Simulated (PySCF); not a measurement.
**How methods differ on the ionisation energy of La⁺**

La⁺ [Xe] 5d2 (3F) → La²⁺ [Xe] 5d1 (2D), as a difference of total energies. Calculation: PySCF 2.14, in x2c-TZVPPall with one added diffuse shell each of s, p, d type (12s8p8d3f1g, 106 functions); the spin-free X2C one-electron Hamiltonian (Gaussian nucleus). Correlated levels: valence: [Kr] 4d10 frozen. The calculations carry no spin-orbit coupling.

Problem. Order these methods by the ionisation energy they give, lowest first.
A. UHF
B. SCS-MP2 (valence)
C. CCSD (valence)
D. MP2 (valence)

Solution. A (10.424 eV), B (10.798 eV), D (10.896 eV), C (10.926 eV).

A first-order spin-orbit estimate (lowest level to lowest level, LS coupling) adds 0.010 eV.

Errors of the correlated levels include the incompleteness of this basis and the frozen core.

For comparison: 11.185 eV (measured; NIST Atomic Spectra Database, ionization energies).
